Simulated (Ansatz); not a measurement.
Mulliken charges of ClF₂ISi, SMILES `F[Si](F)(Cl)I` from ωB97M-V/def2-TZVPP in Ansatz (PBE0-D4/def2-TZVP geometry).

```csv
atom,x (Å),y (Å),z (Å),charge (e)
F1,1.423,-0.859,0.034,-0.258
Si2,0.029,-0.127,0.051,0.719
F3,-0.675,-0.490,1.411,-0.258
Cl4,-1.090,-0.835,-1.465,-0.141
I5,0.364,2.238,-0.072,-0.063
```

Question: By hand: the dipole of these point charges (1 e Å = 4.8032 D).

Answer: Σ q r = (-0.041, 0.233, -0.125) e Å, of length 0.268 e Å = 1.29 D.

Question: How does the dipole of the full density compare? (An estimate is asked.)

Answer: Ansatz gave: (-0.037, 0.174, -0.103) e Å, 0.99 D; the point charges give 1.30 times that, at 3° from its direction.

Point charges leave out the atoms' own dipoles, such as those of lone pairs, and Mulliken's split depends on the basis, so the two needn't agree.
